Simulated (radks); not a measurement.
Sc III, configuration [Ar] 3d1.

Calculated with a radial shooting solver on a logarithmic mesh with Libxc functionals: Dirac Kohn-Sham, PBEsol, spin-unpolarised, spherical densities, finite nucleus; open shells fill j = l - 1/2 first; Fermi nuclear charge, rms radius 3.5459 fm.

Energy parts (hartree):
part                       energy
total                  -762.43250
kinetic                 769.05223
electron-nucleus      -1802.52143
Hartree                 308.68217
exchange-correlation    -37.64547

Orbitals (lengths in bohr, moments of r in powers of bohr; r(max) is where P^2 peaks):
| orbital | occ. | eigenvalue (hartree) | r(max) |
|---|---|---|---|
| 1s1/2 | 2 | -161.9384 | 0.04784 |
| 2s1/2 | 2 | -17.96904 | 0.2839 |
| 2p1/2 | 2 | -14.93364 | 0.2309 |
| 2p3/2 | 4 | -14.76332 | 0.2330 |
| 3s1/2 | 2 | -2.57959 | 0.9271 |
| 3p1/2 | 2 | -1.80717 | 0.9642 |
| 3p3/2 | 4 | -1.78830 | 0.9705 |
| 3d3/2 | 1 | -0.65654 | 1.077 |
| 3d5/2 | 0 | -0.65520 | 1.079 |

The highest occupied level is 3d3/2 at -17.865 eV. Summed over all electrons, <r^2> = 16.30 bohr^2, which gives a Langevin (diamagnetic) susceptibility term of -12.9 x 10^-6 cm^3/mol. The electron density at the nucleus is 7237 e/bohr^3.
